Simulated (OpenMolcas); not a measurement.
## S+: from CASSCF to CASPT2

```json
{
  "Program": "OpenMolcas",
  "Basis": "ANO-RCC-VQZP [6s5p3d2f1g]",
  "Scalar Hamiltonian": "DKH2, point nucleus",
  "Active space": "3 electrons in 3 orbitals (3p)",
  "State averaging": "2S+1 = 4 odd, 1 root; 2S+1 = 2 odd, 8 roots",
  "Spin-orbit coupling": "state interaction with AMFI integrals over the reference wave functions, term energies averaged over their components"
}
```

Methods on the same reference wave functions:
A. CASSCF
B. SS-CASPT2, IPEA 0.25 Eh, imaginary shift 0.1 Eh (closed shells correlated: 2s 2p 3s)

Energies in cm-1 above 3s2 3p3 4S* 3/2, the measured ground level; measured values from NIST Handbook of Basic Atomic Spectroscopic Data.

| Level | A | B | Measured |
| --- | --- | --- | --- |
| 3s2 3p3 4S* 3/2 | 0.0 | 0.0 | 0.0 |
| 3s2 3p3 2D* 3/2 | 19229 | 15030 | 14853 |
| 3s2 3p3 2D* 5/2 | 19247 | 15050 | 14885 |
| 3s2 3p3 2P* 1/2 | 31900 | 25670 | 24525 |
| 3s2 3p3 2P* 3/2 | 31924 | 25700 | 24572 |

Deviations, from unrounded energies. A percentage is the sum of absolute deviations over the sum of measured energies, with the sign that they share, or ± where signs differ.

| Against measurement | Levels | A | B |
| --- | --- | --- | --- |
| mean absolute deviation (cm-1) | 4 | 5900 | 650 |
| other terms of the ground configuration (%) | 4 | +29.8 | +3.3 |

B lies closest to measurement on these levels. The largest miss of B in the table is 3s2 3p3 2P* 1/2, by +1100 cm-1. The ranking rests on the paired levels alone, and a cruder setting can come out closer through cancelling errors.

From A to B the spin-free energies of the other terms of 3s2 3p3 shown, above 4S*, scale by factors of 0.78 to 0.80.

The lowest spin-free term lies below A's lowest term by 0.141 hartree in B.

CASPT2 does not keep the components of a term degenerate, so their means are used; among the terms shown or strongly mixed into the levels shown the widest spread is 240 cm-1 (3s2 3p3 2D*, B). With the s shell closed, the reference lacks s² → p² mixing. Without dynamic correlation excited terms often stand tens of per cent too high (terms of higher spin than the ground term too low), and those without a measured partner can miss by more than the paired ones (holds for A). Measured partners are found by configuration, term and J. A level has none where our copy of the source lacks it or the pairing is in doubt (some pairs that miss far off the trend of their configuration count as doubtful), and it then counts in no deviation. Levels of configurations outside the active space are missing.

* marks odd parity.
